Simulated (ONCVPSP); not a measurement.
**Before and after: ONCV potential for Sn**

ONCVPSP 4.0.1 input, shortened (lines: element, Z, core and valence counts, functional; n l f; lmax; l rc ep ncon nbas qcut; lloc lpopt rc5 dvloc0; l nproj debl; icmod fcfact rcfact), LDA (Perdew-Wang 92), scalar-relativistic:

```
  Sn 50.00    8    3  -001012      upf
    1    0    2.00
    2    0    2.00
    2    1    6.00
    3    0    2.00
    3    1    6.00
    3    2   10.00
    4    0    2.00
    4    1    6.00
    4    2   10.00
    5    0    2.00
    5    1    2.00
    2
    0    1.90    0.00    4    8    2.80
    1    2.05    0.00    5    8    3.50
    2    1.00    0.00    3    7   10.00
    4    5    0.95    6.00
    0    2    2.60
    1    1    3.50
    2    1    3.20
    1    0.60    0.00
```

Change: all radii but the core radius scaled by about 1.09 (s 2.06, p 2.24, d 1.08 bohr); local potential polynomial inside 1.04 bohr (lpopt 5, dvloc0 6 Ha).

Cutoffs: the cutoffs (Ha) at which the residual kinetic energy of the hardest occupied pseudo-wave falls to 1 and 0.1 mHa per electron; they do not see the model core or the augmentation charge, which bear on the density cutoff. Errors are all-electron minus pseudo energies relative to the spin-unpolarised reference configuration.

Question: Predict the effect on cutoff, ghosts and configuration errors.

Answer: The potential gets neither clearly harder nor softer (44 Ha and 55 Ha → 43 Ha and 50 Ha); both files keep a bound ghost (p, s); the number of tests with a reliable result goes from 4 to 2.

```csv
quantity,base,changed
"cutoff, loose",44 Ha,43 Ha
"cutoff, tight",55 Ha,50 Ha
loose cutoff by channel,"s 19 Ha, p 18 Ha, d 44 Ha","s 20 Ha, p 5.1 Ha, d 43 Ha"
bound ghosts,"s, p","s, p"
GHOST(+) flags under 300 eV,s at 158.2 eV,none
tests with a reliable result,4 of 4,2 of 4
"error for 4d10 5s2 5p1, meV [ΔE 7.09 eV]",-1.8,-3.2
"error for 4d10 5s0 5p4, meV [ΔE 14.40 eV]",-5.5,-21
"rms error of d²Exc/dni dnj with the model core, mHa",0.44,0.45
```

 A true bound ghost makes a file unfit for plane-wave use even where its test errors are small: the radial tests pick states by their node count and pass the ghost by.
